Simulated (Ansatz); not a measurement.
**MP2, SCS-MP2 and SOS-MP2 from spin components**

System: AlF2, charge +1, singlet, at a GFN2-xTB geometry (such geometries of metal compounds can be far from the true shape). Level: MP2/cc-pVTZ in Ansatz (a quantum-chemistry and plane-wave program). Sums are taken with unrounded values, so a last digit can differ.

Ansatz was given this input:
Ansatz 0.2 input:
```yaml
crystal:
  periodic: [false, false, false]
  atoms:
    - {symbol: Al, position_ang: [0.00000000, 0.00000000, 0.00000000]}
    - {symbol: F, position_ang: [0.00000000, 0.00000000, 1.61313589]}
    - {symbol: F, position_ang: [-0.00000000, -0.00000000, -1.61313589]}
basis:
  gaussian:
    orbitals: cc-pVTZ
total_charge: 1
magnetization: {spin_polarized: false}
correlation: {method: mp2}
```

It gave an SCF energy of -440.694887 Eh, a same-spin correlation energy of -0.148380 Eh and an opposite-spin one of -0.413440 Eh.

### Question
Work out the MP2, SCS-MP2 (6/5 and 1/3) and SOS-MP2 (1.3 and 0) correlation and total energies.

### Answer
MP2: -0.413440 + (-0.148380) = -0.561820 Eh, total -441.256707 Eh, as the program printed. SCS-MP2: 1.2 × (-0.413440) + (-0.148380)/3 = -0.545588 Eh, total -441.240475 Eh. SOS-MP2: 1.3 × (-0.413440) = -0.537472 Eh, total -441.232359 Eh. Opposite spins carry 74 % of the MP2 correlation; same-spin pairs are already kept apart by exchange.
